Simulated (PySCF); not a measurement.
**Working out the ionisation energy of Ti**

Ti [Ar] 3d2 4s2 (3F) → Ti⁺ [Ar] 3d2 4s1 (4F). All numbers are calculated (PySCF 2.14, no relativity, point nucleus, in aug-cc-pVTZ (8s7p5d3f2g, 93 functions)). Frozen: [Ar]. Energies in hartree (1 hartree = 27.21139 eV):

```
            part   Ti (lower)  Ti⁺ (upper)
             UHF  -848.412957  -848.209923
CCSD correlation    -0.053028    -0.014265
             (T)    -0.001891    -0.000094
```

**Question.** What does Hartree-Fock give?

**Answer.** (-848.209923) − (-848.412957) = 0.203034 hartree = 5.525 eV.

**Question.** What do CCSD and CCSD(T) give?

**Answer.** The CCSD correlation energies differ by 0.038763 hartree = 1.055 eV and the triples by 0.001797 hartree = 0.049 eV, so CCSD gives 6.580 eV and CCSD(T) 6.629 eV.

Measured between the centres of the two terms (NIST): 6.828 eV, so CCSD(T) (valence) is off by -0.199 eV.

The calculation is non-relativistic.

What remains against the reference includes basis incompleteness, the frozen core and higher excitations.
